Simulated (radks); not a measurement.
Values are calculated unless marked as measured or tabulated.
These are the eigenvalues of the occupied orbitals of an atom or ion with whole-number occupations (eV). Level of theory: Dirac Kohn-Sham, BLYP, spin-unpolarised, spherical densities, finite nucleus; Fermi nuclear charge, rms radius of each element as measured or else 0.836 A^(1/3) + 0.57 fm (a radial shooting solver on a logarithmic mesh with Libxc functionals).

orbital  eigenvalue
1s1/2     -29055.29
2s1/2     -4431.777
2p1/2     -4144.075
2p3/2     -3913.247
3s1/2     -898.7416
3p1/2     -781.7752
3p3/2     -739.6034
3d3/2     -532.6542
3d5/2     -523.9436
4s1/2     -185.4816
4p1/2     -146.2321
4p3/2     -138.4190
4d3/2      -76.1742
4d5/2      -75.0232
4f5/2      -20.8808
4f7/2      -20.8603

Which element is it, and in what charge state? The configuration may be excited. Open shells, if any, are shared by 2j + 1.

Answer. Z = 50, tin, charge +4: Sn4+ in [Ar] 3d10 4s2 4p5 4d10 4f1. The list shows which subshells hold electrons but not how many an open one holds; the 1s level, -1067.8 hartree, gives Z - s = 46.2 by -(Z - s)^2/2, which with screening and relativity narrows Z to a few neighbours, and the depths of the outer levels then fix element, charge and occupations together.
